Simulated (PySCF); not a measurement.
# `[Si@]1(C)(F)SC[C@H](C)S1`, C4H9FS2Si

Geometry (Å), atoms numbered from 1 in this order:
```xyz
17

C    -2.627    0.643   -0.108
C    -1.242    0.121    0.235
C    -0.965   -1.206   -0.443
S     0.679   -1.861    0.006
Si    1.681    0.021   -0.224
C     2.987    0.345    1.095
F     2.413    0.081   -1.667
S     0.018    1.364   -0.295
H    -2.724    0.774   -1.183
H    -2.793    1.603    0.374
H    -3.385   -0.059    0.234
H    -1.134    0.016    1.317
H    -1.010   -1.107   -1.528
H    -1.688   -1.955   -0.120
H     3.771   -0.403    1.032
H     3.439    1.319    0.941
H     2.574    0.317    2.098
```

Method used: TDDFT wB97X-D/def2-SVPD circular dichroism and optical rotation, one conformer, gas phase in PySCF 2.14.0. Geometry: GFN2-xTB.

Question: Assign R or S to each stereocentre.

Answer: C2 S, Si5 R.

Question: Which excitations and rotatory strengths does the calculation give?

Answer: Rotatory strengths R in 10⁻⁴⁰ esu² cm², velocity form and length form (origin at the centre of mass); f in length form.
| state | E (eV) | λ (nm) | f | R (velocity) | R (length) | main |
| --- | --- | --- | --- | --- | --- | --- |
| 1 | 5.42 | 229 | 0.0004 | +2.2 | +2.3 | HOMO→LUMO 0.84 |
| 2 | 5.73 | 216 | 0.002 | -7.0 | -5.9 | HOMO−1→LUMO 0.77 |
| 3 | 6.76 | 184 | 0.019 | +32.8 | +33.2 | HOMO→LUMO+1 0.61, HOMO−1→LUMO+2 0.14 |
| 4 | 6.84 | 181 | 0.053 | -11.3 | -11.3 | HOMO→LUMO+2 0.51, HOMO−1→LUMO+1 0.19 |
| 5 | 7.02 | 177 | 0.0006 | +0.4 | -0.2 | HOMO−2→LUMO 0.60, HOMO→LUMO+7 0.10 |
| 6 | 7.29 | 170 | 0.020 | -49.5 | -50.3 | HOMO−1→LUMO+1 0.32, HOMO→LUMO+4 0.12 |
| 7 | 7.40 | 168 | 0.057 | -24.1 | -24.9 | HOMO→LUMO+3 0.26, HOMO→LUMO+5 0.18 |
| 8 | 7.52 | 165 | 0.012 | +16.9 | +14.9 | HOMO→LUMO+3 0.17, HOMO−1→LUMO+8 0.11 |
| 9 | 7.60 | 163 | 0.006 | -11.3 | -11.7 | HOMO−1→LUMO+2 0.17, HOMO−3→LUMO 0.15 |
| 10 | 7.68 | 161 | 0.037 | +37.9 | +37.4 | HOMO−1→LUMO+2 0.14, HOMO−3→LUMO 0.14 |
| 11 | 7.76 | 160 | 0.023 | +4.6 | +5.0 | HOMO−1→LUMO+10 0.13, HOMO→LUMO+4 0.11 |
| 12 | 7.87 | 157 | 0.030 | +32.3 | +32.2 | HOMO−3→LUMO 0.27, HOMO→LUMO+7 0.11 |
| 13 | 7.89 | 157 | 0.042 | +17.3 | +14.9 | HOMO→LUMO+5 0.21, HOMO→LUMO+8 0.19 |
| 14 | 7.96 | 156 | 0.016 | -4.4 | -4.5 | HOMO→LUMO+6 0.18, HOMO→LUMO+4 0.16 |
| 15 | 8.04 | 154 | 0.024 | -33.4 | -33.4 | HOMO−1→LUMO+3 0.26, HOMO−1→LUMO+5 0.16 |
| 16 | 8.10 | 153 | 0.017 | +5.9 | +6.5 | HOMO−1→LUMO+8 0.26, HOMO→LUMO+6 0.19 |

For state 5 the two forms differ in sign, so the sign of R isn't settled.

Among the states computed, the strongest CD band (largest |R|) is state 6. The largest dissymmetry factor in size, g = 4R/(D+G), with D and G the electric and magnetic dipole strengths, is +0.047 for state 1 (velocity form, f = 0.0004), among bands with |R| over 0.5. The mirror image has the same energies and oscillator strengths and all R with the opposite sign.
